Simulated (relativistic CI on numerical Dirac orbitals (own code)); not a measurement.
## W VI: calculation against measurement

Method of calculation: Dirac-Coulomb-Breit CI, orbitals from a KLI potential per configuration, model QED (radiative potential, 1s self-energy scaled to tabulated hydrogen-like ionisation energies), valence Slater integrals scaled by 0.85, P86 correlation energy added to each configuration (own radial code, finite nucleus).

CI space (outside the closed core [Kr] 4d10): 4f¹⁴5s²5p⁶5d, 4f¹⁴5s²5p⁶6s, 4f¹⁴5s²5p⁶5f, 4f¹⁴5s²5p⁶6p, 4f¹⁴5s²5p⁶5g, 4f¹⁴5s²5p⁵5d², 4f¹⁴5s²5p⁶6d, 4f¹⁴5s²5p⁶7s, 4f¹⁴5s²5p⁶7p, 4f¹³5s²5p⁶5d², 4f¹⁴5s²5p⁶6f, 4f¹⁴5s²5p⁶7d, 4f¹⁴5s²5p⁶8s, 4f¹⁴5s²5p⁶8p, 4f¹⁴5s²5p⁵5d5f, 4f¹³5s²5p⁶5d6s, 4f¹⁴5s5p⁶5d², 4f¹⁴5s²5p⁵5d5g, 4f¹⁴5s²5p⁵5d6s, 4f¹³5s²5p⁶5d6p, 4f¹⁴5s²5p⁵5d6p, 4f¹⁴5s5p⁶5d5f, 4f¹³5s²5p⁶5d6d, 4f¹³5s²5p⁶5d5f, 4f¹³5s²5p⁶5d7s. Double excitations out of closed p, d and f shells are left out; levels of such configurations are missing from the list, as are those of other unlisted configurations, and high levels can miss mixing partners.

| Configuration | Term (tabulated) | J | Measured (cm⁻¹) | Computed | Error | Purity (%) |
| --- | --- | --- | --- | --- | --- | --- |
| 4f¹⁴5s²5p⁶5d | 2D | 3/2 | 0.0 | 0 | 0 | 99 |
| 4f¹⁴5s²5p⁶5d | 2D | 5/2 | 8709.3 | 8110 | -600 | 99 |
| 4f¹⁴5s²5p⁶6s | 2S | 1/2 | 79431.3 | 84374 | 4943 | 99 |
| 4f¹⁴5s²5p⁶6p | 2P° | 1/2 | 147553.1 | 152867 | 5313 | 99 |
| 4f¹⁴5s²5p⁶6p | 2P° | 3/2 | 165036.7 | 169829 | 4792 | 99 |
| 4f¹⁴5s²5p⁶5f | 2F° | 5/2 | 261681.0 | 265729 | 4048 | 95 |
| 4f¹⁴5s²5p⁶6d | 2D | 3/2 | 261694.6 | 264244 | 2549 | 100 |
| 4f¹⁴5s²5p⁶5f | 2F° | 7/2 | 262430.0 | 266383 | 3953 | 96 |
| 4f¹⁴5s²5p⁶6d | 2D | 5/2 | 264411.7 | 266921 | 2509 | 100 |

Measured levels from measured levels as listed in J. Phys. B 45, 035002 (2012); pairs were made by configuration, J and term (by order where the table uses no LS term), so strongly mixed levels may be paired wrongly.

Mean error by configuration (cm⁻¹): 4f¹⁴5s²5p⁶5d -600; 4f¹⁴5s²5p⁶6s 4943; 4f¹⁴5s²5p⁶6p 5053; 4f¹⁴5s²5p⁶5f 4001; 4f¹⁴5s²5p⁶6d 2529. Over the excited levels the mean absolute error is 3588 cm⁻¹ (8 of the 8 excited levels that our extract of the source holds in range could be paired), and the median relative error of those above 1,000 cm⁻¹ is 2.2 %.
